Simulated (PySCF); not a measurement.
C2H8ClNOSi, singlet, geometry from GFN2-xTB. Base run: PySCF with HF/6-31G, polarisability.

PySCF was given this input:
```python
from pyscf import gto, scf
from pyscf.prop import polarizability

mol = gto.M(
    atom='''
Si    0.87631423   -0.42455561    0.03058132
N     1.41747602   -0.49392247    1.65365929
Cl    1.23170912    1.43631587   -0.66289810
O    -0.70283168   -0.70932225    0.19232480
C    -1.76089591   -0.46150105   -0.69494924
C    -3.05717309   -0.32857767    0.08870961
H     1.48327713   -1.34374716   -0.93149176
H     2.38732913   -0.32871458    1.85843551
H     1.03685384   -1.20116160    2.25872379
H    -1.56521880    0.45579893   -1.26232471
H    -1.82735289   -1.29545184   -1.40465594
H    -3.24754260   -1.23996776    0.64941666
H    -2.98172415    0.49968603    0.78818502
H    -3.88434054   -0.14752571   -0.59193472
''',
    basis='6-31g',
    verbose=4,
)

mf = scf.RHF(mol)
mf.kernel()
alpha = mf.Polarizability().polarizability()[2, 2]
print('alpha_zz =', alpha)
```

Each row names what was changed in the base input (with any setting that the change needs).

```csv
change,alpha_zz (bohr³),basis functions,core-seconds (rough)
base,49.43,78,3
"functional = lda,vwn",56.02,78,20
finite field (a.u.) = 2e-4; conv_tol = 1e-6,49.58,78,2
finite field (a.u.) = 0.005; conv_tol = 1e-11,49.44,78,3
finite field (a.u.) = 0.02; conv_tol = 1e-11,49.51,78,3
functional = pbe0,(withheld),78,30
finite field (a.u.) = 2e-4; conv_tol = 1e-11,49.44,78,3
basis = 6-31+G*,58.78,132,10
finite field (a.u.) = 0.05; conv_tol = 1e-11,49.91,78,3
basis = cc-pVDZ,54.16,132,10
finite field (a.u.) = 0.001; conv_tol = 1e-11,49.44,78,3
basis = STO-3G,26.47,46,0.8
```

Complete the blanks.


- functional = pbe0, alpha_zz (bohr³): 53.30

Finite-field rows take the second difference of the energy in a field along z; a small field with loose convergence shows SCF noise divided by the square of the field, and a large one adds hyperpolarisability.
